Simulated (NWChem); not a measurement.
# Si$_{2}$H$_{5}$F; SMILES F[SiH2][SiH3]

```xyz
8

Si    -0.1967    -1.5014    -0.0028
Si     0.5068     0.7426    -0.0059
F     -0.8162     1.7225     0.0136
H      1.0227    -2.3864    -0.0222
H     -1.0330    -1.7954    -1.2181
H     -0.9992    -1.8027     1.2334
H      1.3388     1.0509     1.2094
H      1.3074     1.0573    -1.2406
```
Atoms are numbered in this order, from 1.

All runs use the structure optimised with PBE-D3(BJ)/def2-SVP.

Hartree-Fock couplings suffer from near triplet instabilities.

Question: Split the isotropic spin-spin couplings (Hz) from Hartree-Fock/pcJ-1 (NWChem) into Fermi-contact, spin-dipolar, paramagnetic and diamagnetic spin-orbit terms, for the pairs 1–4, 1–6, 4–6, 5–6.

Answer: 
```
pair                FC    SD   PSO    DSO    total
-------------  -------  ----  ----  -----  -------
29Si(1)–1H(4)  -244.29  0.22  0.29  -0.12  -243.90
29Si(1)–1H(6)  -254.89  0.20  0.35  -0.13  -254.47
1H(4)–1H(6)      -7.12  0.03  0.95  -1.93    -8.06
1H(5)–1H(6)      -5.88  0.03  0.94  -1.94    -6.84
```
